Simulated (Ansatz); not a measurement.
Ansatz (a quantum-chemistry and plane-wave program) input for In(F)(Me)(NH2) (CH5FInN), SMILES [NH2][In]([CH3])[F], PBE/def2-SVPD. Geometry optimised at B3LYP-D3(BJ)/def2-SVP. The structure was generated by enumeration; whether it is a known compound was not checked. The def2 effective core potentials stand for the cores of In; spin–orbit coupling is left out. Other conformers were not sampled.

Ansatz 0.2 input:
```yaml
crystal:
  periodic: [false, false, false]
  atoms:
    - {symbol: In, position_ang: [-0.04631024, -0.00661644, 0.00369335]}
    - {symbol: F, position_ang: [1.80374735, -0.30060788, -0.65164127]}
    - {symbol: C, position_ang: [-0.59502744, -1.07909938, 1.78912403]}
    - {symbol: H, position_ang: [-0.48437081, -2.15527782, 1.59728386]}
    - {symbol: H, position_ang: [-1.63037029, -0.85353455, 2.07667286]}
    - {symbol: H, position_ang: [0.09073001, -0.78198407, 2.59496393]}
    - {symbol: N, position_ang: [-0.86623177, 1.45487499, -1.14625882]}
    - {symbol: H, position_ang: [-1.87807205, 1.50079408, -1.24339650]}
    - {symbol: H, position_ang: [-0.42865386, 1.61015052, -2.05265917]}
basis:
  gaussian:
    orbitals: def2-SVPD
hamiltonian:
  xc: {name: PBE}
```

Output:

```
WARN ansatz: RAYON_NUM_THREADS=1 ignored (pool sized by the plan → 1); use --threads N
Functional definition: PBE
integrals: 0.06 GiB planned
1202 factors; their error is unknown
mean field: 0.43 GiB planned
mean field evaluation 1: about -10471.6714 eV, gradient 9.4e1 eV
mean field evaluation 2: about -10394.0225 eV, gradient 1.9e2 eV
mean field evaluation 4: about -10489.4600 eV, gradient 2.3e1 eV
mean field evaluation 8: about -10490.7489 eV, gradient 1.8e-1 eV
mean field evaluation 16: about -10490.7086 eV, gradient 9.4e-5 eV
mean field -10490.70861125 eV, -385.5264306058 hartree, gradient 3.1e-5 eV, S^2 0.000000; 0 other end points of the search recorded, 0 dependent functions left out
reference -10490.70866813 eV, -385.5264326959 hartree; 24, 24 occupied and 111, 111 virtual orbitals, 1202 factors
Total energy: -10490.70866813 eV, -385.5264326959 hartree
```

The run converged.

Cost: around 4 core-seconds (rough).
